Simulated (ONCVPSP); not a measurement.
**Potentials for silver (Ag) compared**

Generated with ld1.x 7.5 (TM, RRKJ, ultrasoft, PAW), atompaw 4.2 or ONCVPSP 4.0.1. The cutoff is in Ry: for ld1.x and atompaw files where the sum of valence levels is converged to 10 mRy in a Bessel basis, for ONCV files where the hardest occupied wave has 1 mHa per electron of residual kinetic energy. The error is the largest all-electron minus pseudo excitation energy over each file’s own four to seven test configurations (ionisations up to +4, promotions, holes and added fractions of an electron), all of which were solved. The labels leave out finer settings (local radius, basis sizes, second energies), which also bear on the numbers. Spin-polarised tests are not counted. The rows are a selection from randomly drawn settings: files with unsolved tests, undetermined cutoffs or missed reference levels are left out.

A true bound ghost makes a file unfit for plane-wave use even where its test errors are small: the radial tests pick states by their node count and pass the ghost by.

```tsv
potential	cutoff (Ry)	largest error (meV)	bound ghosts
ONCV, LDA (Perdew-Wang 92), scalar-relativistic, rc 1.35/1.20/1.80 (spd), local smoothed, core correction yes, reference 4s2 4p6 4d10 5s0.75, qcut 9.7/13.4/9.5, projectors 2/2/2	106	-3.5	none
ONCV, LDA (Perdew-Zunger), non-relativistic, rc 1.65/1.25/1.90 (spd), local smoothed, core correction yes, reference 4s2 4p6 4d9, qcut 8.7/9.2/9, projectors 2/3/2	62	+13	none
ONCV, PBE, scalar-relativistic, rc 1.65/1.05/1.85 (spd), local smoothed, core correction no, reference 4s2 4p6 4d10 5s1, qcut 6.5/6.2/8.2, projectors 2/2/1	327	-101	s
ONCV, PBE, scalar-relativistic, rc 1.45/1.40/1.20 (spd), local d, core correction yes, reference 4s2 4p6 4d10 5s1, qcut 10.8/8.2/7.6, projectors 2/1/0	85	-76	none
ONCV, PBE, fully relativistic, rc 1.05/1.45/1.65 (spd), local smoothed, core correction no, reference 4s2 4p6 4d9, qcut 6/9.9/10.1, projectors 3/2/2	412	+4.1	none
```

Problem. Fill in the row for Ag: ONCV, LDA (Perdew-Zunger), fully relativistic, rc 1.95/2.00/1.70 (spd), local smoothed, core correction yes, reference 4d10 5s0.5, qcut 3.9/4.4/10.3, projectors 3/2/2.

Solution. cutoff 63 Ry, largest error -67 meV, bound ghosts: s.

Problem. Fill in the row for Ag: ONCV, PBE, scalar-relativistic, rc 1.80/1.20/1.60 (spd), local smoothed, core correction yes, reference 4s2 4p6 4d10 5s1, qcut 5/9.1/9.3, projectors 2/2/3.

Solution. cutoff 72 Ry, largest error -7.0 meV, bound ghosts: none.

Problem. Fill in the row for Ag: ONCV, BLYP, scalar-relativistic, rc 1.35/0.90/1.75 (spd), local smoothed, core correction yes, reference 4s2 4p6 4d9 5s2, qcut 7.9/10.5/10.5, projectors 3/1/1.

Solution. cutoff 97 Ry, largest error -51 meV, bound ghosts: none.
